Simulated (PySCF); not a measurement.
CH2I2, SMILES ICI.

The structure is a stationary point at TPSSh-D3(BJ)/def2-SVP. The def2 effective core potentials stand for the cores of I; spin–orbit coupling is left out.

All values below come from TDDFT-B3LYP/def2-SVPD run with PySCF.

Vertical excitations. Isolated molecule, no solvent. State labels are in the subgroup C2v.

```csv
state,symmetry,energy (eV),λ (nm),f,main pairs
S1,B1,3.98,312,0.037,HOMO→LUMO 97 %
S2,B2,4.05,306,0.000,HOMO−1→LUMO 99 %
S3,A2,4.19,296,0.000,HOMO−2→LUMO 99 %
S4,A1,4.40,282,0.000,HOMO−3→LUMO 98 %
S5,A1,5.19,239,0.002,HOMO→LUMO+1 98 %
S6,A2,5.37,231,0.000,HOMO−1→LUMO+1 98 %
S7,B2,5.54,224,0.005,HOMO−2→LUMO+1 99 %
S8,B1,5.79,214,0.060,HOMO−3→LUMO+1 93 %
S9,B1,6.45,192,0.123,HOMO→LUMO+2 95 %
S10,B2,6.65,187,0.116,HOMO−1→LUMO+2 98 %
T1,B1,3.39,365,0,HOMO→LUMO 97 %
T2,B2,3.61,343,0,HOMO−1→LUMO 94 %
T3,A2,3.74,331,0,HOMO−2→LUMO 91 %
T4,A1,3.86,322,0,HOMO−3→LUMO 91 %
```
Triplets are in the Tamm–Dancoff approximation, which puts them higher than full response would, so one can lie above its singlet here.
